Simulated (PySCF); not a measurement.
# One molecule, several mistakes: AlB2GeH6

All numbers below are calculated, not measured. They come from PySCF 2.14.0, an open-source quantum chemistry program, on an isolated molecule that a program drew, which may never have been made. The molecule is AlB2GeH6 (charge 0, doublet), drawn as the SMILES string `B[B]([AlH])[GeH3]`.

Each row is a Hartree-Fock (HF) and frozen-core CCSD(T) single point in the cc-pV(D+d)Z basis, meant for a local HF minimum. Run 1 is clean. Each other run has one planted mistake out of seven kinds, and not every kind appears here: one electron removed, one electron added, multiplicity raised by two, geometry at a saddle point, minimal basis STO-3G, one bond length entered in bohr, all coordinates scaled. The reference is restricted for singlets and unrestricted otherwise, and also for a bond in bohr. Adding or removing an electron swaps singlet and doublet. Electrons count all cores. HOMO and LUMO are orbital energies over both spins, the gradient is its largest component, and the lowest frequency (negative if imaginary) is given only where the gradient is small. Bond lengths are over the 9 bonds as drawn. T1 is the CCSD diagnostic: over 0.02 (restricted) or 0.045 (unrestricted) a single reference is doubtful. Germanium has the cc-pVDZ-PP basis, with a core potential (ECP10MDF) in place of its 10 inner electrons, and its 3s, 3p and 3d shells are frozen in CCSD(T).

Geometry of the clean run:
```xyz
10
AlB2GeH6, angstrom
B    -1.7493    1.8927   -1.0717
B    -2.5694    1.0307    0.0741
Al   -4.6827    1.0228    0.2687
Ge   -1.5103   -0.2790    1.3311
H    -1.5963    1.4760   -2.1910
H    -1.2898    2.9771   -0.8191
H    -5.4922    1.9716    1.2552
H    -0.9116   -1.4252    0.5031
H    -0.3660    0.4633    2.0353
H    -2.3881   -0.9136    2.4235
```

```
run,electrons,basis functions,<S^2>,HOMO (eV),LUMO (eV),gradient (hartree/bohr),lowest frequency (cm^-1),mean bond (Å),longest bond (Å),T1,HF (hartree),CCSD(T) (hartree),mistake
1,61,104,0.792,-7.84,0.56,6.1e-06,30,1.6093,2.122,0.0255,-588.06548,-588.45051,no fault
2,61,104,0.975,-7.93,0.58,1.8e-02,-,1.8191,4.010,0.0449,-588.00543,-588.38216,one bond length entered in bohr
3,61,104,0.792,-7.81,0.58,1.1e-02,-,1.5787,2.082,0.0257,-588.06278,-588.44743,all coordinates scaled
4,60,104,0.000,-15.08,-6.21,2.6e-02,-,1.6093,2.122,0.0193,-587.80743,-588.18433,?
5,62,104,0.000,-0.99,5.53,1.9e-02,-,1.6093,2.122,0.0350,-588.06833,-588.49967,?
```

**Which mistake was planted in run 4, and what did it cost?**

It counts 60 electrons, one fewer than the clean run, at the same geometry and basis. So the mistake is: one electron removed. Subtracting run 1 and multiplying by 627.51 kcal/mol a hartree, the energy moved by 161.9 kcal/mol in HF and 167.0 kcal/mol in CCSD(T).

**Which mistake was planted in run 5, and what did it cost?**

It counts 62 electrons, one more than the clean run, at the same geometry and basis. So the mistake is: one electron added. Subtracting run 1 and multiplying by 627.51 kcal/mol a hartree, the energy moved by -1.8 kcal/mol in HF and -30.8 kcal/mol in CCSD(T).

Cautions from the logs. Run 5: T1 is over the limit, so its CCSD(T) energy is less reliable.
